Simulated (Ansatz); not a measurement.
Input for Ansatz (a quantum-chemistry and plane-wave program): R-PBE0/def2-TZVPP on H2 (SMILES [H][H]).

Ansatz 0.2 input:
```yaml
crystal:
  periodic: [false, false, false]
  atoms:
    - {symbol: H, position_ang: [0.00000000, 0.00000000, 0.37198582]}
    - {symbol: H, position_ang: [-0.00000000, -0.00000000, -0.37198582]}
basis:
  gaussian:
    orbitals: def2-TZVPP
hamiltonian:
  xc: {name: PBE0}
scf: {lower_state_search: off}
```

The log:

```
WARN ansatz: RAYON_NUM_THREADS=4 ignored (pool sized by the plan → 4); use --threads N
Functional definition: PBE0
these checks for a lower state are left out or cut short: stability, starts, cluster_reference, orbital_swaps, neighbouring_geometries, increment
integrals: 0.00 GiB planned
118 factors; their error is unknown
mean field: 0.05 GiB planned
mean field evaluation 1: about -31.7057 eV, gradient 5.4e0 eV
mean field evaluation 2: about -31.7950 eV, gradient 8.2e-1 eV
mean field evaluation 4: about -31.7961 eV, gradient 1.0e-1 eV
mean field evaluation 8: about -31.7961 eV, gradient 3.0e-6 eV
mean field -31.79608428 eV, -1.1684845450 hartree, gradient 3.0e-6 eV, S^2 0.000000; 0 other end points of the search recorded, 0 dependent functions left out
reference -31.79610025 eV, -1.1684851321 hartree; 1, 1 occupied and 27, 27 virtual orbitals, 118 factors
Total energy: -31.79610025 eV, -1.1684851321 hartree
Checks for a lower state left out: stability, starts, cluster_reference, orbital_swaps, neighbouring_geometries, increment
```

The run converged.

Cost: roughly 0.22 core-seconds.
